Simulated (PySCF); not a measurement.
Molecule: `OC1CC2(CCC2)C1`, C$_{7}$H$_{12}$O.

Cartesian coordinates in Å; atom numbers follow the order of the lines, from 1:
```xyz
20

O     3.1435   -0.3915    0.0605
C     1.9598    0.2025   -0.3838
C     0.8558   -0.7190   -0.9423
C    -0.1721   -0.0141   -0.0444
C    -1.2993    0.8202   -0.6703
C    -2.3001    0.1902    0.3099
C    -1.2164   -0.7987    0.7638
C     0.9686    0.7190    0.6792
H     2.9216   -1.0828    0.6952
H     2.2714    0.9734   -1.0901
H     1.0106   -1.7633   -0.6704
H     0.6768   -0.6556   -2.0134
H    -1.1791    1.8993   -0.5969
H    -1.4895    0.5574   -1.7094
H    -3.1844   -0.2549   -0.1406
H    -2.6109    0.8717    1.0987
H    -1.0365   -0.8432    1.8367
H    -1.3692   -1.8097    0.3888
H     1.1742    0.3104    1.6689
H     0.8699    1.7994    0.7569
```

Frames of a GFN2-xTB Langevin trajectory at 200 K; GIAO PBE0/pcSseg-1 shieldings in PySCF, gas phase, non-relativistic; equivalent atoms averaged within each frame.

Shifts are taken against calculated references (same method and geometry level): $^{17}$O (σref 336.08) against H2O; $^{13}$C (σref 186.93), $^{1}$H (σref 31.72) against TMS. The references are static minima.

Task: How do the shifts (ppm) fluctuate along the trajectory?

Result: 
```csv
time (fs),O1,C2,C3/C8,C7,C5,C4,C6,H10,H17/H18,H12/H20
optimised geometry,88.5,64.4,53.1,37.3,36.7,29.9,14.9,3.98,1.99,2.63
250,97.7,65.2,53.7,46.3,32.8,25.6,13.8,4.16,2.62,2.52
425,78.7,61.0,51.7,38.6,38.9,32.9,14.6,4.43,2.46,2.65
625,92.7,67.2,54.2,42.6,32.9,29.5,20.7,4.42,2.15,2.02
800,78.7,69.2,55.7,39.0,33.9,32.4,15.4,4.25,2.45,2.73
1000,80.3,65.9,50.5,35.0,36.8,26.1,19.0,4.96,2.53,2.71
mean of frames,85.6,65.7,53.2,40.3,35.0,29.3,16.7,4.44,2.44,2.53
standard deviation,8.9,3.0,2.0,4.3,2.7,3.4,3.0,0.31,0.18,0.29
```

5 frames give an uncertainty of the mean of about the standard deviation over 2.2 at best, since frames this close in time may not be independent; classical motion lacks zero-point vibration, and the reference would need the same averaging.
